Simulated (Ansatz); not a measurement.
isotetrasilane (H$_{10}$Si$_{4}$), singlet, geometry from GFN2-xTB; B3LYP/aug-cc-pVDZ run with Ansatz (a first-principles code).

Input for Ansatz:
Ansatz 0.2 input:
```yaml
crystal:
  periodic: [false, false, false]
  atoms:
    - {symbol: Si, position_ang: [-0.01394313, 2.09614472, -0.79913652]}
    - {symbol: Si, position_ang: [0.04558500, 0.14517732, 0.46898895]}
    - {symbol: Si, position_ang: [1.91744944, -1.16426879, 0.02240857]}
    - {symbol: Si, position_ang: [-1.94350764, -1.05927062, 0.36518505]}
    - {symbol: H, position_ang: [1.20137455, 2.90488590, -0.67825699]}
    - {symbol: H, position_ang: [-0.16176468, 1.78520261, -2.22362805]}
    - {symbol: H, position_ang: [-1.12917524, 2.98053605, -0.45309522]}
    - {symbol: H, position_ang: [0.18280575, 0.58219256, 1.88074744]}
    - {symbol: H, position_ang: [3.18280585, -0.44523778, 0.18824825]}
    - {symbol: H, position_ang: [1.89596136, -1.64599453, -1.36149566]}
    - {symbol: H, position_ang: [2.00972012, -2.35449961, 0.87123596]}
    - {symbol: H, position_ang: [-1.95871071, -2.23300110, 1.24140469]}
    - {symbol: H, position_ang: [-3.12199303, -0.26661890, 0.72371910]}
    - {symbol: H, position_ang: [-2.17919530, -1.55642221, -0.99312418]}
basis:
  gaussian:
    orbitals: aug-cc-pVDZ
    symmetry_tolerance_ang: 0.01
hamiltonian:
  xc: b3lyp
```

Task: What does Ansatz print? Leave out banner, timings and long lists.

Result: 
```
Functional definition: B3LYP
2008 factors; their error is unknown
mean field evaluation 1: about -31673.5885 eV, gradient 1.9e1 eV
mean field evaluation 2: about -31674.8050 eV, gradient 8.3e0 eV
mean field evaluation 4: about -31675.0738 eV, gradient 6.1e-1 eV
mean field evaluation 8: about -31675.2018 eV, gradient 9.3e-2 eV
mean field -31675.20185484 eV, -1164.0421979424 hartree, gradient 8.9e-5 eV, S^2 0.000000; 0 other end points of the search recorded, 0 dependent functions left out
reference -31675.20229396 eV, -1164.0422140798 hartree; 33, 33 occupied and 165, 165 virtual orbitals, 2008 factors
Total energy: -31675.20229396 eV, -1164.0422140798 hartree
```
